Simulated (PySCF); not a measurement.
C3H4BNO2, SMILES C1B(O)CC(=O)N=1.

The structure is a stationary point at PBE0-D3(BJ)/def2-SVP. This is a generated structure with no PubChem entry under its InChIKey; it may be hypothetical. The values are those of a single conformer.

All values below come from M06-2X/def2-TZVP run with PySCF.

The molecule is in vacuum.

Computed frontier levels, gap, dipole moment and polarisability:
```json
{
  "highest_occupied_level": "-8.74 eV",
  "lowest_empty_level": "-1.61 eV",
  "orbital_gap": "7.13 eV",
  "dipole_moment": "5.20 D",
  "quadrupole, principal values (traceless, Buckingham form, about the centre of nuclear charge)": "-12.50, 4.37, 8.13 D·Å",
  "mean_static_polarisability": "56.5 bohr³ (8.37 Å³)",
  "polarisability_principal_values": "37.1, 55.6, 76.8 bohr³"
}
```
